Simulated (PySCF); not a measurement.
# C₆ coefficients of unlike pairs at wB97X

Calculated with PySCF 2.14 from the dipole response of each species, C₆(A,B) = (3/π) ∫ α_A(iu) α_B(iu) du, in atomic units, from isotropic polarisabilities. For ions this is the dispersion term alone; charge-induced terms of lower order in 1/R come first.

```
species           configuration                                                                 basis      relativity  α (bohr³)  C₆ (like pair)
 Xe(2+)  [Kr] 4d10 5s2 5p4 (3P)                             aug-cc-pwCVDZ-PP with ECP28MDF (6s5p4d1f)  core potential      13.07           93.38
    Ir+  [Xe] 4f14 5d7 6s1 (5F)  def2-TZVPPD with the def2 core potential (60 electrons) (6s5p3d2f1g)  core potential      23.69           179.8
 Ge(2+)      [Ar] 3d10 4s2 (1S)                                             def2-QZVPPD (12s7p5d4f1g)            none      10.95           42.84
    Xe+  [Kr] 4d10 5s2 5p5 (2P)                             aug-cc-pwCVDZ-PP with ECP28MDF (6s5p4d1f)  core potential      18.38           161.3
```

(1) Estimate C₆ for Xe+ with Xe(2+).

No spin-orbit coupling is included.

The other pairs:

| pair | C₆ |
| --- | --- |
| Xe+, Ir+ | 168.7 |
| Ge(2+), Ir+ | 87.45 |
| Xe+, Ge(2+) | 82.47 |
| Ge(2+), Xe(2+) | 62.25 |
| Ir+, Xe(2+) | 127.6 |

## Answers

(1) The integral gives 122.4. The combination rule 2 C_A C_B / (C_A α_B/α_A + C_B α_A/α_B) gives 122.4 and the geometric mean 122.7.
